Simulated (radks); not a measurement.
Removal energies from the vanadium ion V+, [Ar] 3d(3/2: 4, 5/2: 0), by Delta-SCF beside the eigenvalue of the level emptied. Calculated with a radial shooting solver on a logarithmic mesh with Libxc functionals: Dirac Kohn-Sham, BLYP, spin-unpolarised, spherical densities, finite nucleus; Fermi nuclear charge, rms radius of each element as measured or else 0.836 A^(1/3) + 0.57 fm. Sub-shells are occupied by j as written (lower j first in brackets).

removed from                             final configuration  Delta-SCF (eV)  -eigenvalue (eV)
3d3/2                                [Ar] 3d(3/2: 3, 5/2: 0)          14.879             9.040
3p3/2         [Ne] 3s2 3p(1/2: 2, 3/2: 3) 3d(3/2: 4, 5/2: 0)          53.846            46.810
3p1/2         [Ne] 3s2 3p(1/2: 1, 3/2: 4) 3d(3/2: 4, 5/2: 0)          54.693            47.627
3s1/2                        [Ne] 3s1 3p6 3d(3/2: 4, 5/2: 0)          80.312            73.015
